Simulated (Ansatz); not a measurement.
Molecule: CdCl₂ (charge 0, singlet). 
Coordinates optimised at B3LYP-D3(BJ)/def2-TZVP (Ansatz, a quantum-chemistry and plane-wave program):
```
Cd
Cl 1 2.2851
Cl 1 2.2851 2 180.00
```

Basis-set convergence of Hartree-Fock and MP2 correlation energies (hartree) with Ansatz. Valence correlation only, unless marked. No spin-orbit coupling. The frozen core is the preceding noble-gas configuration, with the filled d and f shells of earlier blocks. In def2 rows, elements after Kr have scalar-relativistic effective core potentials.

| basis | functions | E(HF) | E(corr, MP2) |
|---|---|---|---|
| def2-SVPD | 88 | -1085.66604 | -0.56812 |
| def2-TZVPPD | 158 | (withheld) | (withheld) |

Problem. Some entries are withheld; supply them.

Solution. 
- def2-TZVPPD, E(HF): -1086.00265
- def2-TZVPPD, E(corr, MP2): -0.81395
